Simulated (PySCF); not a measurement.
**Assigning NMR signals**

Geometry:
| atom | x (Å) | y (Å) | z (Å) |
| --- | --- | --- | --- |
| C1 | -1.701 | -1.498 | 1.504 |
| C2 | -0.776 | -0.576 | 1.302 |
| P3 | 0.009 | -0.382 | -0.338 |
| C4 | -0.955 | -0.082 | -1.876 |
| C5 | 0.294 | 1.487 | -0.091 |
| C6 | -0.500 | 2.342 | 0.532 |
| C7 | 1.767 | -0.762 | -0.537 |
| C8 | 2.678 | -0.333 | 0.322 |
| H9 | -2.199 | -1.635 | 2.451 |
| H10 | -1.988 | -2.164 | 0.703 |
| H11 | -0.463 | 0.108 | 2.080 |
| H12 | -0.233 | -1.850 | -0.579 |
| H13 | -0.909 | 0.949 | -2.222 |
| H14 | -0.587 | -0.769 | -2.638 |
| H15 | -1.988 | -0.346 | -1.643 |
| H16 | 1.125 | 1.889 | -0.670 |
| H17 | -1.361 | 2.016 | 1.097 |
| H18 | -0.333 | 3.410 | 0.516 |
| H19 | 1.982 | -1.516 | -1.286 |
| H20 | 2.423 | 0.389 | 1.082 |
| H21 | 3.705 | -0.662 | 0.293 |

Computed data (PySCF): GFN2-xTB structure, GIAO PBE0/pcSseg-1 shieldings. No solvent, non-relativistic Hamiltonian, single conformer, fast rotation and ring inversion assumed for equivalent nuclei.

Shifts are taken against calculated references (same method and geometry level): $^{13}$C (σ = 186.93 ppm) and $^{1}$H (σ = 31.72 ppm) vs TMS.

**Question.** Assign these signals to the numbered atoms. $^{13}$C{$^{1}$H} NMR (computed): δ 172.9 (CH), 155.7 (CH), 151.6 (CH), 140.5 (CH2), 136.4 (CH2), 127.5 (CH2), 30.7 (CH3).

**Answer.** 
172.9 → C5, carbon bonded to C, P, H
155.7 → C2, carbon bonded to C, P, H
151.6 → C7, carbon bonded to C, P, H
140.5 → C1, carbon bonded to C, 2 H
136.4 → C8, carbon bonded to C, 2 H
127.5 → C6, carbon bonded to C, 2 H
30.7 → C4, carbon bonded to P, 3 H

**Question.** Assign these signals to the numbered atoms. $^{1}$H NMR (400 MHz, computed): δ 7.27 (m, 1H), 6.92 (m, 1H), 6.73 (m, 1H), 6.64 (m, 1H), 6.55 (m, 1H), 6.37 (m, 1H), 6.26 (m, 1H), 6.24 (m, 1H), 5.85 (m, 1H), 5.39 (m, 1H), 1.65 (m, 3H).

**Answer.** 
7.27 → H11, hydrogen on a carbon bonded to C, P
6.92 → H10, hydrogen on a carbon bonded to C
6.73 → H16, hydrogen on a carbon bonded to C, P
6.64 → H19, hydrogen on a carbon bonded to C, P
6.55 → H9, hydrogen on a carbon bonded to C
6.37 → H21, hydrogen on a carbon bonded to C
6.26 → H20, hydrogen on a carbon bonded to C
6.24 → H12, hydrogen on a phosphorus bonded to 4 C
5.85 → H18, hydrogen on a carbon bonded to C
5.39 → H17, hydrogen on a carbon bonded to C
1.65 → H13/H14/H15, hydrogen on a carbon bonded to P

H16 and H19; H19 and H9; H21 and H20; H20 and H12 lie closer than the usual error of such a calculation, so a measured spectrum could show them in the other order.

Splittings by $^{31}$P in the carbon and heteronuclear signals aren't shown, as no couplings were computed. Shifts are as computed. Against solution values, carbons near 30 ppm lie about +3 ppm off and those near 130 ppm about +5 ppm. Of 1211 compounds with measured shifts, 218 miss one by over three times the rms of a fit or turn the order of signals round; such compounds aren't used in these exercises. Multiplicities follow the n + 1 count of equivalent neighbours, as no J values were calculated; m marks all less simple cases, F and P coupling included.
